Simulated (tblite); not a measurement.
Compound: C3H11NOSi4.
Atom-mapped SMILES: `[CH:1]#[C:2][CH2:3][Si@@H:4]1[SiH2:5][Si@H:6]([NH2:7])[Si@@H:8]1[OH:9]` (hydrogens: H10 on C1; H11, H12 on C3; H13 on Si4; H14, H15 on Si5; H16 on Si6; H17, H18 on N7; H19 on Si8; H20 on O9)

Computed with GFN2-xTB (tblite), gas phase: L-BFGS steps from a force-field or distance-geometry start until the largest atomic force falls under 0.01 eV/Å.

Step 20: E = -703.4640 eV
```
atom  x, y, z in Å  |  force x, y, z in eV/Å
C1      3.6423    1.0289    0.5527    0.034   0.072   0.027
C2      2.8209    0.2164    0.2398   -0.083  -0.020   0.000
C3      1.8257   -0.7460   -0.1395    0.000  -0.032  -0.062
Si4     0.3801   -0.9325    1.1319   -0.066   0.038   0.012
Si5    -1.3832   -2.0197   -0.0275    0.060  -0.021   0.059
Si6    -2.2627    0.0993   -0.5698    0.024   0.019   0.068
N7     -1.5868    0.5789   -2.1046   -0.019  -0.011  -0.005
Si8    -0.8978    1.0612    1.0993    0.032   0.048  -0.002
O9     -0.1258    2.4641    0.7545    0.004  -0.008  -0.009
H10     4.3705    1.7336    0.8177    0.028   0.030   0.032
H11     1.3975   -0.4421   -1.0970   -0.015  -0.007  -0.055
H12     2.3191   -1.7060   -0.2945    0.006  -0.064  -0.019
H13     1.0609   -1.4634    2.3302   -0.015  -0.028   0.031
H14    -1.0887   -3.0701   -1.0194   -0.021   0.062   0.011
H15    -2.2619   -2.7049    0.9418    0.022  -0.018  -0.074
H16    -3.7310    0.2886   -0.5639   -0.038  -0.010  -0.008
H17    -1.8314    0.0458   -2.9252    0.008  -0.011   0.008
H18    -1.6199    1.5584   -2.3452    0.013  -0.024   0.019
H19    -1.5489    1.4921    2.3414    0.013   0.001  -0.046
H20     0.5158    2.5279    0.0537    0.013  -0.018   0.011
```

Step 21: E = -703.4655 eV
```
atom  x, y, z in Å  |  force x, y, z in eV/Å
C1      3.6404    1.0292    0.5535    0.034   0.072   0.027
C2      2.8181    0.2175    0.2408   -0.073  -0.035  -0.013
C3      1.8249   -0.7465   -0.1420   -0.001  -0.021  -0.044
Si4     0.3786   -0.9313    1.1297   -0.023   0.013   0.059
Si5    -1.3832   -2.0227   -0.0257    0.065   0.018   0.041
Si6    -2.2609    0.0970   -0.5675   -0.007   0.049   0.034
N7     -1.5853    0.5774   -2.1042   -0.038  -0.017   0.024
Si8    -0.8949    1.0645    1.1004    0.010   0.034  -0.025
O9     -0.1254    2.4686    0.7544    0.009  -0.023  -0.014
H10     4.3692    1.7337    0.8189    0.016   0.022   0.031
H11     1.3993   -0.4419   -1.1009   -0.012  -0.020  -0.042
H12     2.3178   -1.7079   -0.2931    0.006  -0.040  -0.026
H13     1.0612   -1.4647    2.3301   -0.036  -0.008  -0.010
H14    -1.0891   -3.0673   -1.0226   -0.017   0.050   0.008
H15    -2.2634   -2.7087    0.9390    0.011  -0.032  -0.055
H16    -3.7322    0.2865   -0.5631    0.006  -0.014  -0.007
H17    -1.8318    0.0430   -2.9240    0.014   0.018   0.024
H18    -1.6194    1.5582   -2.3425    0.010  -0.059   0.011
H19    -1.5476    1.4977    2.3399    0.009   0.001  -0.032
H20     0.5183    2.5285    0.0551    0.015  -0.009   0.010
```

Q: Estimate the geometry and energy of step 22. (The exact step hangs on the optimiser's Hessian estimate; all steps are aligned on step 21, rigid shifts and turns removed.)

A: E = -703.4666 eV, largest force 0.080 eV/Å
```
atom  x, y, z in Å  |  force x, y, z in eV/Å
C1      3.6387    1.0301    0.5544    0.003   0.039   0.015
C2      2.8154    0.2184    0.2417   -0.033  -0.020  -0.016
C3      1.8242   -0.7475   -0.1446   -0.003  -0.005  -0.015
Si4     0.3769   -0.9300    1.1293    0.028  -0.003   0.070
Si5    -1.3818   -2.0249   -0.0237    0.055   0.054   0.022
Si6    -2.2600    0.0961   -0.5648   -0.030   0.055   0.007
N7     -1.5852    0.5759   -2.1031   -0.042  -0.023   0.045
Si8    -0.8925    1.0677    1.1008   -0.010   0.011  -0.038
O9     -0.1248    2.4720    0.7541    0.013  -0.021  -0.013
H10     4.3685    1.7343    0.8205   -0.007   0.006   0.026
H11     1.4003   -0.4423   -1.1046   -0.005  -0.033  -0.024
H12     2.3170   -1.7103   -0.2926   -0.001  -0.008  -0.028
H13     1.0613   -1.4660    2.3299   -0.049   0.006  -0.034
H14    -1.0899   -3.0646   -1.0250   -0.009   0.039   0.001
H15    -2.2642   -2.7127    0.9351    0.000  -0.044  -0.034
H16    -3.7336    0.2845   -0.5625    0.038  -0.016  -0.004
H17    -1.8317    0.0410   -2.9229    0.014   0.028   0.031
H18    -1.6185    1.5570   -2.3402    0.008  -0.066   0.004
H19    -1.5460    1.5031    2.3380    0.003   0.002  -0.015
H20     0.5207    2.5292    0.0567    0.026  -0.001  -0.002
```

The energy changes by -0.0012 eV. The first-order estimate −F·Δx gives -0.0016 eV and the mean of the old and new forces, exact on a quadratic surface, -0.0012 eV. The step makes an angle of 62° with the force vector and moves no atom by more than 0.006 Å.

The cost below is that of the whole relaxation. Hardware: an Arm Neoverse N1 with one thread, shared host with 64 logical CPUs at a one-minute load of 59. Cost: 2.9 s of wall time.
